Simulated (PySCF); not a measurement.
## Spin states of GeH

Unrestricted PBE0; basis Ge def2-SVPD, H def2-SVPD; no relativity; PySCF 2.14. Outer shells of the fragments: Ge 3d10 4s2 4p2; H 1s1.

Followed along the bond (rough minima from three points):

| 2Ms+1 | unpaired | ⟨S²⟩ at the start | R at minimum (Å) | Te (eV) |
| --- | --- | --- | --- | --- |
| 2 | π ↑ | 0.75 | 1.60 | 0.00 |
| 4 | σ ↑, π ↑↑ | 3.75 | 1.58 | 1.84 |

Solutions found at the starting distance of 1.480 Å, counted from the lowest of them; the search is not exhaustive and high or unbound solutions are not listed, so other states can lie among these:

```csv
2Ms+1,unpaired,term,E (eV),⟨S²⟩,⟨Lz²⟩,μ (D)
2,π ↑,²Π,0.00,0.75,1.01,0.24
4,"σ ↑, π ↑↑",⁴Σ⁻,1.78,3.75,0.00,0.14
2,"σ ↑, π ↑↓",mixed,2.55,1.76,2.01,0.24
2,"σ ↓, π ↑↑",mixed,2.58,1.77,0.00,0.33
2,σ ↑,mixed,3.50,0.76,2.00,0.22
4,"σ ↑↑, π ↑",⁴Π,6.33,3.75,1.01,1.25
2,π ↑,²Π,7.52,0.78,1.00,0.06
4,"σ ↑, π ↑↑",mixed,8.46,3.76,2.00,0.30
```

A term symbol is given only where ⟨S²⟩ and ⟨Lz²⟩ are close to those of a pure state; real π, δ and φ orbitals otherwise mix terms. A positive dipole means Ge(−)H(+).

Q: Compare the gap between the two lowest followed solutions at the starting distance with the gap between their minima.

A: At PBE0 the second solution (quartet, unpaired electrons σ ↑, π ↑↑) lies +1.78 eV from the first (doublet, unpaired electrons π ↑) at 1.480 Å and +1.84 eV at the minima; the two curves relax by different amounts, since their minima lie near 1.58 and 1.60 Å.

Spin–orbit coupling is left out. Counting both spins, an empty level lies below a filled one in some of these solutions, because spin and occupation are held.
